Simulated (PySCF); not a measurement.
Frontier levels across methods

CH7BClNSi.
Geometry (PBE0-D3(BJ)/def2-SVP, Å), atoms numbered from 1 in this order:
```
atom  x, y, z in Å
N1    -1.9914    0.0668    0.0133
B2    -0.8772   -0.0540   -0.8149
C3     0.4305   -0.7961   -0.3349
Si4    1.5158    0.3406    0.6686
Cl5    1.8640    2.1005   -0.3797
H6    -2.8260    0.5647   -0.2647
H7    -2.0415   -0.3164    0.9491
H8    -0.9375    0.4569   -1.9107
H9     1.0212   -1.1683   -1.1867
H10    0.2047   -1.6513    0.3287
H11    2.8475   -0.2601    0.9725
H12    0.8470    0.7120    1.9502
```

Basis pcSseg-2 throughout (PySCF), one geometry. Geometry: PBE0-D3(BJ)/def2-SVP, one conformer, isolated molecule.

How do the orbital energies, the gap and the dipole change with the method?

```json
{"method": "BLYP", "kind": "GGA", "HOMO (eV)": "-6.80", "LUMO (eV)": "-0.71", "gap (eV)": "6.09", "μ (D)": "2.98", "SCF cycles": "14"}
{"method": "OPBE", "kind": "GGA", "HOMO (eV)": "-6.90", "LUMO (eV)": "-0.68", "gap (eV)": "6.22", "μ (D)": "3.03", "SCF cycles": "15"}
{"method": "B97-D", "kind": "GGA", "HOMO (eV)": "-6.92", "LUMO (eV)": "-0.69", "gap (eV)": "6.22", "μ (D)": "3.01", "SCF cycles": "15"}
{"method": "PBE", "kind": "GGA", "HOMO (eV)": "-6.94", "LUMO (eV)": "-0.87", "gap (eV)": "6.07", "μ (D)": "3.02", "SCF cycles": "14"}
{"method": "KT2", "kind": "GGA", "HOMO (eV)": "-7.00", "LUMO (eV)": "-0.93", "gap (eV)": "6.07", "μ (D)": "2.98", "SCF cycles": "15"}
{"method": "KT3", "kind": "GGA", "HOMO (eV)": "-7.01", "LUMO (eV)": "-0.81", "gap (eV)": "6.20", "μ (D)": "2.96", "SCF cycles": "15"}
{"method": "BP86", "kind": "GGA", "HOMO (eV)": "-7.03", "LUMO (eV)": "-0.93", "gap (eV)": "6.11", "μ (D)": "3.02", "SCF cycles": "14"}
{"method": "LDA", "kind": "LDA", "HOMO (eV)": "-7.06", "LUMO (eV)": "-1.13", "gap (eV)": "5.93", "μ (D)": "3.07", "SCF cycles": "13"}
{"method": "B97-2", "kind": "global hybrid", "HOMO (eV)": "-7.98", "LUMO (eV)": "0.07", "gap (eV)": "8.05", "μ (D)": "3.03", "SCF cycles": "13"}
{"method": "B3LYP", "kind": "global hybrid", "HOMO (eV)": "-8.01", "LUMO (eV)": "-0.15", "gap (eV)": "7.86", "μ (D)": "3.01", "SCF cycles": "12"}
{"method": "PBE0", "kind": "global hybrid", "HOMO (eV)": "-8.24", "LUMO (eV)": "0.05", "gap (eV)": "8.29", "μ (D)": "3.04", "SCF cycles": "12"}
{"method": "mPW1PW91", "kind": "global hybrid", "HOMO (eV)": "-8.27", "LUMO (eV)": "0.06", "gap (eV)": "8.32", "μ (D)": "3.04", "SCF cycles": "12"}
{"method": "BHandHLYP", "kind": "global hybrid", "HOMO (eV)": "-9.46", "LUMO (eV)": "0.86", "gap (eV)": "10.32", "μ (D)": "3.02", "SCF cycles": "12"}
{"method": "CAM-B3LYP", "kind": "range-separated hybrid", "HOMO (eV)": "-9.62", "LUMO (eV)": "1.00", "gap (eV)": "10.62", "μ (D)": "3.04", "SCF cycles": "12"}
{"method": "wB97X-D", "kind": "range-separated hybrid", "HOMO (eV)": "-10.11", "LUMO (eV)": "1.83", "gap (eV)": "11.94", "μ (D)": "3.05", "SCF cycles": "13"}
{"method": "LC-wPBE", "kind": "range-separated hybrid", "HOMO (eV)": "-11.00", "LUMO (eV)": "2.16", "gap (eV)": "13.15", "μ (D)": "3.08", "SCF cycles": "13"}
{"method": "HF", "kind": "Hartree–Fock", "HOMO (eV)": "-11.39", "LUMO (eV)": "2.53", "gap (eV)": "13.92", "μ (D)": "3.02", "SCF cycles": "10"}
```

The HOMO spans 4.59 eV, from BLYP down to HF, and the gap runs from 5.93 eV (LDA) to 13.92 eV (HF). Over the methods BLYP (0 %), OPBE (0 %), B97-D (0 %), PBE (0 %), KT2 (0 %), KT3 (0 %), BP86 (0 %), LDA (0 %), B97-2 (21 %), B3LYP (20 %), PBE0 (25 %), mPW1PW91 (25 %), BHandHLYP (50 %), HF (100 %), a straight line through the gap against the share of exact exchange rises by 0.80 eV for each 10 % (correlation coefficient 0.998). The dipole ranges from 2.96 D (KT3) to 3.08 D (LC-wPBE). This basis has no diffuse functions.
